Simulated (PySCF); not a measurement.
**Frontier orbitals and the lowest excitations**

Species: Zr(NH2)4 (singlet state).
Cartesian coordinates in Å at the PBE0-D3(BJ)/def2-SVP level; atoms count from 1:
```xyz
13
H8N4Zr angstrom
Zr    -0.009   -0.008    0.003
N     -0.378    0.107    2.013
H     -1.237   -0.228    2.447
H      0.249    0.407    2.756
N      1.995    0.237   -0.340
H      2.694   -0.463   -0.576
H      2.437    1.154   -0.396
N     -1.003    1.491   -0.977
H     -0.809    1.750   -1.943
H     -1.705    2.134   -0.618
N     -0.605   -1.847   -0.678
H     -0.506   -2.701   -0.131
H     -1.094   -2.086   -1.537
```

Theory: TDDFT B3LYP/def2-SVPD, vertical, gas phase, core orbitals frozen in the response, def2 core potentials past Kr in PySCF. Spin–orbit coupling is left out.

Frontier orbitals with the atoms that hold most of them (Löwdin shares over 4%, at most four atoms; ? is withheld):

| orbital | ε (eV) | atoms |
| --- | --- | --- |
| HOMO-3 | -7.23 | Zr1 18%, N11 18%, N5 17%, N8 16% |
| HOMO-2 | -6.90 | N2 23%, N8 20%, N5 14%, Zr1 14% |
| HOMO-1 | -6.57 | ? |
| HOMO | ? | ? |
| LUMO | -0.35 | Zr1 57% |
| LUMO+1 | -0.21 | Zr1 65%, N2 7%, N8 6%, N11 6% |
| LUMO+2 | 0.08 | Zr1 63%, N11 7%, N8 7%, N5 7% |

Q: Give the leading atoms of the HOMO.

A: N5 (bonded to Zr and 2 H) 36%; N8 (bonded to Zr and 2 H) 34%; Zr1 (bonded to 4 N) 9%; H6 (bonded to N) 4%. By element: nitrogen 70% or more, zirconium 9%, hydrogen 4% or more.

Q: Give the leading atoms of the HOMO-1.

A: N11 (bonded to Zr and 2 H) 39%; N2 (bonded to Zr and 2 H) 30%; Zr1 (bonded to 4 N) 9%; H13 (bonded to N) 4%. By element: nitrogen 69% or more, zirconium 9%, hydrogen 4% or more.

Q: What is the HOMO energy, and the HOMO–LUMO gap?

A: ε(HOMO) = -6.54 eV; the gap is 6.19 eV (0.2275 hartree).

Q: How does S1 compare with the orbital gap of 6.19 eV?

A: S1 is at 5.09 eV (f = 0.0038), 1.10 eV below the gap, made of HOMO→LUMO+1 (81%). Its leading pair isn't HOMO and LUMO; the energies of that pair differ by 6.33 eV. 

Q: Give energy, strength and leading configuration of S1, S2, S3, S4 and S5, and follow the Löwdin shares of the leading atoms from the occupied to the empty orbital.

A: 
- S1 (5.09 eV, f 0.0038), HOMO→LUMO+1 (81%): N5 36% → at most 7%, N8 34% → 6%, Zr1 9% → 65%, N2 at most 5% → 7%; the Löwdin share of zirconium is 9% in HOMO and 65% in LUMO+1 (ligand-to-metal charge transfer by this measure)
- S2 (5.11 eV, f 0.0028), HOMO-1→LUMO+1 (82%): N11 39% → 6%, N2 30% → 7%, Zr1 9% → 65%; the Löwdin share of zirconium is 9% in HOMO-1 and 65% in LUMO+1 (ligand-to-metal charge transfer by this measure)
- S3 (5.33 eV, f 0.032), HOMO→LUMO (95%): N5 36% → at most 4%, N8 34% → at most 4%, Zr1 9% → 57%; the Löwdin share of zirconium is 9% in HOMO and 57% in LUMO (ligand-to-metal charge transfer by this measure)
- S4 (5.36 eV, f 0.030), HOMO-1→LUMO (93%): N11 39% → at most 4%, N2 30% → at most 4%, Zr1 9% → 57%; the Löwdin share of zirconium is 9% in HOMO-1 and 57% in LUMO (ligand-to-metal charge transfer by this measure)
- S5 (5.47 eV, f 0.016), HOMO-2→LUMO+1 (89%): N2 23% → 7%, N8 20% → 6%, Zr1 14% → 65%; the Löwdin share of zirconium is 14% in HOMO-2 and 65% in LUMO+1 (ligand-to-metal charge transfer by this measure)

Orbitals of the list HOMO-3 to LUMO+2 that lie within 0.01 eV of each other are written together with a slash and their weights summed (≥ marks a lower bound); for degenerate orbitals outside that list single weights are arbitrary.

Löwdin shares depend on the basis, the more so with diffuse functions.

Time: 3.0 min (with the writing of density and orbital grids); peak memory 0.90 GiB. Hardware: an AMD EPYC 7R43 with one thread, shared host.
